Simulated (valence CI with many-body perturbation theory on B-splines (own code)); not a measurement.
The numbers below are computed, except where a source is named.
# A CI+MBPT run for Hf XXXIV

The program does CI of the valence electrons with many-body perturbation theory for a frozen closed Dirac-Fock core.

Command, and the settings that its task file holds:

```sh
python run_cv.py task.json out
```

```
atom Hf  Z=72  mass_number=180  rms_radius_fm=5.3470
core [Kr]
valence 4s3
avg = 1
basis = S
breit = 1
cap = 10000
capref = 1200
cscale = 1
de = 0.0
dress = 0
eps = 2e-08
extrap = 1
h = 0.27
hh = 1
l2 = 3
lcore = 6
maxit = 60
n2 = 5
natural = 1
nlev = 20
nno = [3, 3, 3, 3, 1]
nroot = 26
nsp = [3, 3, 2, 2, 0]
pt2 = 1
qed = 1
rpa = 1
s1 = 1
s2 = 1
s3 = 1
screen = 1
tol = 2e-05
whole = 1
```

Problem. What became of the run, and why?

Solution. It gave no result: a shell was given more electrons than it holds. The program said: "a valence shell holds more than 4l+2 electrons".
